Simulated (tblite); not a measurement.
C6H15OPS.
Cartesian coordinates in Å at the GFN2-xTB level; atoms count from 1:
```
atom  x, y, z in Å
C1     4.0743    0.1797   -1.0125
S2     3.5816    0.6154    0.6760
C3     2.1233   -0.4574    0.8724
P4     0.7265    0.2794   -0.0694
O5     0.8713    0.1854   -1.5243
C6    -0.7879   -0.5087    0.5953
C7    -1.9848   -0.1768   -0.2927
C8    -3.2303   -0.9150    0.1889
C9    -2.2110    1.3299   -0.3195
H10    4.9159    0.8182   -1.2606
H11    4.3763   -0.8639   -1.0385
H12    3.2460    0.3627   -1.6883
H13    1.9074   -0.4908    1.9386
H14    2.3572   -1.4584    0.5048
H15    0.7444    1.5810    0.4262
H16   -0.6041   -1.5891    0.5945
H17   -0.9548   -0.1885    1.6251
H18   -1.7424   -0.5054   -1.3094
H19   -3.0636   -1.9898    0.1980
H20   -4.0714   -0.7053   -0.4670
H21   -3.4935   -0.5989    1.1967
H22   -2.4033    1.7105    0.6824
H23   -1.3288    1.8278   -0.7227
H24   -3.0601    1.5778   -0.9522
```

Computed with GFN2-xTB (tblite): harmonic, unscaled wavenumbers at the GFN2-xTB geometry, gas phase. This tight-binding method is rough: wavenumbers can miss measured ones by several per cent, in bad cases by 10 to 20. Modes of hydrogen on phosphorus can be 10 to 20 % off. One conformer, not necessarily the lowest.

Harmonic wavenumbers (cm⁻¹): 30.2, 61.6, 75.7, 82.4, 117.5, 158.2, 173.5, 182.1, 213.5, 248.4, 264.6, 303.1, 325.6, 375.8, 408.9, 437.0, 685.3, 713.9, 734.0, 740.2, 765.9, 788.2, 881.0, 898.3, 932.4, 950.6, 954.4, 965.2, 984.2, 986.5, 1035.8, 1055.3, 1131.9, 1136.4, 1180.3, 1205.7, 1220.2, 1272.3, 1317.0, 1321.8, 1330.5, 1374.9, 1405.5, 1418.5, 1425.8, 1440.1, 1444.5, 1486.5, 1495.5, 1501.7, 1504.7, 2298.0, 2917.8, 2938.9, 2946.6, 2967.2, 3001.3, 3003.3, 3018.9, 3021.3, 3027.2, 3034.5, 3039.0, 3045.2, 3054.7, 3064.3.

A = 3065, B = 491.0, C = 471.5 MHz; mass 166.058 u (most abundant isotopes); point group C1, symmetry number 1.

What is the zero-point energy?

Half the sum of the wavenumbers: 43761 cm⁻¹ = 125.12 kcal/mol.

Entropy at 350 K, 1 bar (ideal gas, RRHO, classical rotation)?

Translation 42.05, rotation 30.97, vibration 49.42: S = 122.4 cal/(mol K).

And Cp and H(350 K) − H(0)?

Cp = 54.07 cal/(mol K), of which vibrations give 46.12 (their classical limit is 66 R = 131.2); H(350 K) − H(0) = 11.41 kcal/mol without the zero-point energy, 8.63 from vibrations.

How do the functions run with temperature in this model?

```json
{"T (K)": "50", "S (cal/(mol K))": "63.1", "Cp (cal/(mol K))": "16.2", "H − H(0) (kcal/mol)": "0.57", "G − H(0) (kcal/mol)": "-2.58", "ln q(vib)": "1.01"}
{"T (K)": "100", "S (cal/(mol K))": "77.0", "Cp (cal/(mol K))": "24.5", "H − H(0) (kcal/mol)": "1.60", "G − H(0) (kcal/mol)": "-6.10", "ln q(vib)": "2.95"}
{"T (K)": "298.15", "S (cal/(mol K))": "114.3", "Cp (cal/(mol K))": "47.7", "H − H(0) (kcal/mol)": "8.77", "G − H(0) (kcal/mol)": "-25.31", "ln q(vib)": "10.61"}
{"T (K)": "373.15", "S (cal/(mol K))": "126.0", "Cp (cal/(mol K))": "56.8", "H − H(0) (kcal/mol)": "12.69", "G − H(0) (kcal/mol)": "-34.32", "ln q(vib)": "13.29"}
{"T (K)": "500", "S (cal/(mol K))": "144.6", "Cp (cal/(mol K))": "70.5", "H − H(0) (kcal/mol)": "20.79", "G − H(0) (kcal/mol)": "-51.50", "ln q(vib)": "17.66"}
{"T (K)": "750", "S (cal/(mol K))": "177.1", "Cp (cal/(mol K))": "90.0", "H − H(0) (kcal/mol)": "41.02", "G − H(0) (kcal/mol)": "-91.83", "ln q(vib)": "25.82"}
{"T (K)": "1000", "S (cal/(mol K))": "204.9", "Cp (cal/(mol K))": "103.0", "H − H(0) (kcal/mol)": "65.25", "G − H(0) (kcal/mol)": "-139.67", "ln q(vib)": "33.34"}
```

q(vib) and H(0) count from the zero-point level.

What must be added to the electronic energy to get the Gibbs energy at 350 K and 1 bar?

ZPE + [H(350 K) − H(0)] − T·S = 125.12 + 11.41 − 42.86 = 93.67 kcal/mol.

Blend soft modes into free rotors: weight 1/[1 + (100 cm⁻¹/ν̃)⁴] for the oscillator and the rest for a rotor with moment μB/(μ + B), μ = h/(8π²ν), B = 10⁻⁴⁴ kg m². What vibrational entropy results?

44.74 cal/(mol K) in place of 49.42, which changes −T·S at 350 K by +1.64 kcal/mol.

Hindered rotation and anharmonicity are outside this model. Other conformers, if any are populated, would add a mixing term that is left out. The structure is chiral; the term R ln 2 for an equal mix with its mirror image is left out.
